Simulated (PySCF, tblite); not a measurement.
Isomers of C5H3FO2, one GFN2-xTB conformer each. Single-point energies are computed at PBE0/pcSseg-1 (PySCF, gas phase, no added dispersion term), electronic only.

| SMILES | GFN2-xTB relative energy (kJ/mol) |
| --- | --- |
| O=C(F)c1ccoc1 | 0.0 |
| O=Cc1ccc(F)o1 | 60.4 |
| O=C(F)c1ccco1 | 6.6 |

Conformers: `[O:1]=[C:2]([F:3])[c:4]1[cH:5][cH:6][o:7][cH:8]1` with O1–C2–C4–C5 0°; `[O:1]=[CH:2][c:3]1[cH:4][cH:5][c:6]([F:7])[o:8]1` with O1–C2–C3–C4 0°; `[O:1]=[C:2]([F:3])[c:4]1[cH:5][cH:6][cH:7][o:8]1` with O1–C2–C4–C5 180°.

Task: What does PBE0/pcSseg-1 give for the same structures?

Result: 
```csv
SMILES,PBE0/pcSseg-1 E (Eh),PBE0/pcSseg-1 (kJ/mol),GFN2-xTB (kJ/mol),point group
O=C(F)c1ccoc1,-442.09675,0.0,0.0,Cs
O=C(F)c1ccco1,-442.09492,4.8,6.6,Cs
O=Cc1ccc(F)o1,-442.06562,81.7,60.4,Cs
```

Both levels put the same isomer lowest; measured from each level's own lowest isomer, the values differ by up to 21.3 kJ/mol (O=Cc1ccc(F)o1: 60.4 against 81.7). Neighbours under 10 kJ/mol apart (O=C(F)c1ccoc1 and O=C(F)c1ccco1) can change places with a better method, another conformer or zero-point energy.

Task: Which frontier levels, dipoles and rotational constants go with these structures?

Result: 
```tsv
SMILES	HOMO (eV, PBE0/pcSseg-1)	LUMO (eV)	dipole (D)	A, B, C (MHz)
O=C(F)c1ccoc1	-7.64	-1.58	3.51	5258, 1546, 1195
O=C(F)c1ccco1	-7.69	-1.92	4.65	5196, 1619, 1235
O=Cc1ccc(F)o1	-7.32	-1.94	2.64	6730, 1302, 1091
```

Task: What happens when harmonic zero-point energies from GFN2-xTB frequencies are added?

Result: 
```csv
SMILES,ZPE (kJ/mol),electronic (kJ/mol),with ZPE (kJ/mol)
O=C(F)c1ccoc1,183.1,0.0,0.0
O=C(F)c1ccco1,183.2,4.8,4.8
O=Cc1ccc(F)o1,181.2,81.7,79.8
```

The zero-point energies span 2.0 kJ/mol. The order is unchanged.
